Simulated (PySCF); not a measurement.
# Iodine: a sound run and one with changed settings

Sound run: I [Kr] 4d10 5s2 5p5, I⁺ [Kr] 4d10 5s2 5p4. All numbers are calculated (PySCF 2.14, a scalar-relativistic core potential, in def2-SVP with the def2 core potential (28 electrons) (4s4p2d, 26 functions)). The sound run starts from symmetry-adapted Hartree-Fock orbitals and uses a fine grid where one is needed.

Changed run: basis STO-3G, all-electron and non-relativistic. This setting is unsound on purpose.

```tsv
species	method	sound run (hartree)	changed run (hartree)	converged
I	UHF	-296.64961	-6850.67625	yes
I	MN15	-296.94922	-6848.88781	yes
I	M06-2X	-297.60260	-6853.04364	yes
I⁺	UHF	-296.29709	-6850.40437	yes
I⁺	MN15	-296.56811	-6848.56865	yes
I⁺	M06-2X	-297.22279	-6852.72479	yes
```

Ionisation energy of I:

| method | sound run (eV) | changed run (eV) |
| --- | --- | --- |
| UHF | 9.592 | 7.398 |
| MN15 | 10.371 | 8.685 |
| M06-2X | 10.335 | 8.676 |

A minimal basis cannot let orbitals breathe on ionisation and holds almost no correlation. The Hamiltonian changed with the basis, so the totals do not compare.

For comparison, NIST gives 10.451 eV between the lowest levels.
